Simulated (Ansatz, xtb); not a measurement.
Spectroscopic constants of BN-, multiplicity 2 (lowest of 2S+1 = 2, 4 at CCSD(T)/def2-TZVPP on PBE0 minima; our sources give no spin for the ground state, which may be another). The T1 diagnostic near the minimum is 0.088, so single-reference values are doubtful.

Constants: fifth-degree fit in 1/R to seven points, most abundant isotopes. In def2 and cc sets the state is the lowest found near the PBE0 minimum, followed along R.

Programs: Ansatz (Gaussian basis) for Hartree–Fock, density functionals and correlated methods; xtb for the GFN methods.  The GFN methods have no spin term and hold the electronic entropy of 300 K.

| level | r_e (Å) | ω_e (cm⁻¹) | ω_e x_e (cm⁻¹) | α_e (cm⁻¹) |
|---|---|---|---|---|
| GFN1-xTB | 1.257 | 1874 | 14 | 0.018 |
| GFN2-xTB | 1.265 | 1933 | 14 | 0.019 |
| SVWN5/def2-TZVPP | 1.278 | 1714 | 10 | 0.015 |
| PBE/def2-TZVPP | 1.287 | 1673 | 11 | 0.016 |
| r2SCAN/def2-TZVPP | 1.278 | 1720 | 11 | 0.015 |
| B97M-V/def2-TZVPP | 1.274 | 1734 | 11 | 0.016 |
| B3LYP/def2-TZVPP | 1.273 | 1728 | 11 | 0.016 |
| PBE0/def2-TZVPP | 1.272 | 1750 | 11 | 0.015 |
| BHLYP/def2-TZVPP | 1.257 | 1822 | 12 | 0.016 |
| CAM-B3LYP/def2-TZVPP | 1.264 | 1781 | 11 | 0.016 |
| wB97X-V/def2-TZVPP | 1.271 | 1763 | 11 | 0.015 |
| wB97M-V/def2-TZVPP | 1.268 | 1769 | 11 | 0.016 |
| B2PLYP/def2-TZVPP | 1.284 | 1661 | 11 | 0.017 |

Correlated levels freeze the cores.

Ansatz is a program for electronic structure.
